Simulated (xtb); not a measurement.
CH3Si, SMILES C=[SiH] (connectivity only; charge and spin as stated), charge +1, multiplicity 1. All values are semi-empirical tight-binding results from xtb (GFN2-xTB unless named), good for trends rather than for accurate numbers. Geometry optimised at GFN2-xTB. The spin state was assumed, not searched. The isomer is the one that the SMILES or the coordinates give; other isomers of the formula were not compared.

Optimised geometry:

```xyz
5

C      0.0000     0.0000    -1.1456
Si     0.0000     0.0000     0.5905
H      0.0000     0.9252    -1.7168
H      0.0000    -0.9252    -1.7168
H      0.0000     0.0000     2.0402
```
Charge +1, spin multiplicity 1.

```json
{
  "point_group_as_xtb_finds_it": "C2v",
  "orbital_gap": "2.41 eV",
  "zero_point_energy": "18.6 kcal/mol",
  "G − E(el) at 298.15 K (modified RRHO)": "4.3 kcal/mol",
  "static polarisability (D4 model)": "42.5 bohr³",
  "solvation energy, GFN2-xTB/ALPB(water)": "-56.3 kcal/mol",
  "solvation energy, GFN2-xTB/ALPB(methanol)": "-53.2 kcal/mol"
}
```

Computed atomic charges and the Wiberg bond orders between heavy atoms:
charges (e) C1 -0.18, Si2 0.56, H3 0.22, H4 0.22, H5 0.18. Bond orders C1–Si2 2.11.
